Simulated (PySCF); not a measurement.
## How methods differ on the ionisation energy of Bi

Bi [Xe] 4f14 5d10 6s2 6p3 (4S) → Bi⁺ [Xe] 4f14 5d10 6s2 6p2 (3P), as a difference of total energies. Computed with PySCF 2.14 in aug-cc-pVQZ-PP with ECP60MDF, with scalar relativity through the core potential. Correlated levels: valence: 5s2 5p6 5d10 frozen. The calculations carry no spin-orbit coupling.

```tsv
method	ionisation energy (eV)
UHF	8.206
MP2 (valence)	8.588
SCS-MP2 (valence)	8.470
CCSD (valence)	8.590
CCSD(T) (valence)	8.618
```

**Question.** How much does correlation contribute at CCSD(T) (valence)?

**Answer.** 8.618 − (8.206) = 0.412 eV, measured against UHF.

Spin-orbit coupling is strong in these open shells (close to jj coupling). The scalar numbers leave it out and a first-order estimate fails, so it can dominate the gap to the real levels.

Errors of the correlated levels include the incompleteness of this basis and the frozen core.

For comparison: 7.286 eV (measured; NIST Atomic Spectra Database, ionization energies).
